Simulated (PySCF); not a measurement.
B(OMe)3 (C3H9BO3), SMILES COB(OC)OC.

Geometry: PBE0-D3(BJ)/def2-SVP. The isomer is the one that the SMILES or the coordinates give; other isomers of the formula were not compared. One conformer was computed; it need not be the lowest.

All values below come from PBE0-D3(BJ)/def2-SVP (PySCF 2.14.0).

No scaling factor is applied to the harmonic values.

```tsv
mode	ν (cm⁻¹)	IR (km/mol)	moving atoms (share of kinetic energy)
1	27	0.0	H 97 %
2	28	0.0	H 97 %
3	34	0.1	H 99 %
4	105	12.2	C 33 %, O 30 %, H 28 %, B 9 %
5	173	4.6	C 56 %, H 29 %, O 12 %
6	173	4.5	C 55 %, H 29 %, O 12 %
7	184	0.0	O 71 %, H 18 %, C 11 %
8	184	0.0	O 71 %, H 18 %, C 11 %
9	294	0.0	C 43 %, O 34 %, H 23 %
10	530	11.3	O 63 %, C 18 %, H 12 %
11	530	11.3	O 63 %, C 18 %, H 12 %
12	684	56.2	B 81 %, O 19 %
13	764	0.0	O 66 %, C 22 %, H 12 %
14	1119	67.6	C 39 %, O 38 %, B 12 %, H 11 %
15	1119	67.8	C 39 %, O 38 %, B 12 %, H 11 %
16	1174	0.0	H 53 %, C 27 %, O 21 %
17	1183	1.4	H 76 %, C 19 %
18	1183	0.0	H 76 %, C 19 %
19	1183	0.3	H 76 %, C 19 %
20	1198	11.8	H 69 %, C 21 %
21	1198	11.9	H 69 %, C 21 %
22	1272	0.0	O 53 %, C 25 %, H 21 %
23	1413	430.0	H 44 %, B 29 %, O 13 %, C 13 %
24	1413	429.7	H 44 %, B 29 %, O 13 %, C 13 %
25	1468	1.3	H 94 %
26	1469	0.1	H 97 %
27	1470	14.0	H 97 %
28	1471	3.1	H 94 %
29	1475	30.6	H 96 %
30	1475	28.5	H 96 %
31	1482	0.0	H 92 %
32	1536	304.6	H 43 %, B 36 %, O 19 %
33	1536	305.7	H 43 %, B 36 %, O 19 %
34	3040	83.8	H 97 %
35	3040	83.4	H 97 %
36	3041	0.1	H 97 %
37	3126	0.1	H 90 %, C 10 %
38	3126	0.2	H 90 %, C 10 %
39	3126	86.0	H 90 %, C 10 %
40	3155	28.7	H 90 %, C 10 %
41	3156	35.3	H 90 %, C 10 %
42	3156	14.3	H 90 %, C 10 %
```
